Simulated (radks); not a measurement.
Results of a calculation; reference values are marked as such.
Removal energies from the xenon ion Xe+, [Kr] 4d10 5s2 5p5, by Delta-SCF beside the eigenvalue of the level emptied. Level of theory: non-relativistic Kohn-Sham, PBE, spin-polarised, spherical densities, point nucleus (a radial shooting solver on a logarithmic mesh with Libxc functionals). Open shells are filled with parallel spins first.

removed from             final configuration  Delta-SCF (eV)  -eigenvalue (eV)
5p                         [Kr] 4d10 5s2 5p4          21.070            16.623
5s                         [Kr] 4d10 5s1 5p5          31.873            26.896
4d                          [Kr] 4d9 5s2 5p5          80.938            72.039
4p            [Ar] 3d10 4s2 4p5 4d10 5s2 5p5          157.58            147.97
